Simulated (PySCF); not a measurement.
# Radial density of F⁺ (fluorine, charge +1)

r2SCAN, [He] 2s2 2p4, high-spin 3P determinant. Calculation: PySCF 2.14, in def2-SVP; the non-relativistic Hamiltonian (point nucleus).

```csv
r (bohr),4πr²ρ (e/bohr),4πr²(ρα − ρβ)
0.00298,0.04489,0.0001
0.00500,0.1252,0.0003
0.00842,0.3413,0.0007
0.0142,0.8812,0.0018
0.0238,2.079,0.0043
0.0401,4.421,0.0095
0.0674,7.674,0.0217
0.113,9.756,0.0730
0.191,7.542,0.3081
0.321,4.144,0.9439
0.539,5.211,1.8834
0.907,5.305,1.6883
1.53,1.735,0.5069
2.57,0.1769,0.0556
4.32,0.0002830,0.0001
```
